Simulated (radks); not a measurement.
Task: Excited configurations of Se III: one electron is placed in a higher orbital outside [Ar] 3d10 4s2 4p1. The ground configuration is [Ar] 3d10 4s2 4p2. Calculated with a radial shooting solver on a logarithmic mesh with Libxc functionals: non-relativistic Kohn-Sham, r2SCAN, spin-polarised, spherical densities, point nucleus; open shells are filled with parallel spins first; meta-GGA in the generalised Kohn-Sham scheme. Excitation = E - E(ground); binding = E(ion) - E, where the ion is the core of charge +3; n* = 3/sqrt(2 binding) in atomic units, and the quantum defect is n - n*.

outer orbital  excitation (eV)  binding (eV)     n*  quantum defect  eigenvalue (eV)  <r> (bohr)
4d                      16.021        15.906  2.775           1.225          -12.565       2.934
5p                      19.189        12.737  3.101           1.899          -10.980       4.662
5d                      23.400         8.527  3.790           1.210           -7.143       6.377
5f                      26.759         5.167  4.868           0.132           -4.313       9.830
6s                      23.377         8.550  3.784           2.216           -7.464       7.291
6d                      26.560         5.366  4.777           1.223           -4.594       10.68
6f                      28.301         3.625  5.812           0.188           -3.088       15.06
7s                      26.544         5.382  4.770           2.230           -4.703       11.55
7p                      27.204         4.722  5.092           1.908           -4.127       12.93

Estimate the row for 6p.

Result: excitation (eV) 24.651; binding (eV) 7.275; n* 4.103; quantum defect 1.897; eigenvalue (eV) -6.333; <r> (bohr) 8.297. The Delta-SCF ionisation energy is 31.926 eV (NIST Atomic Spectra Database: 31.70 eV, measured). Self-interaction in the functional shifts the binding energies and quantum defects, so they are the method's values and not measured ones. Open shells are spherical and high-spin; term and fine-structure splittings are not resolved.
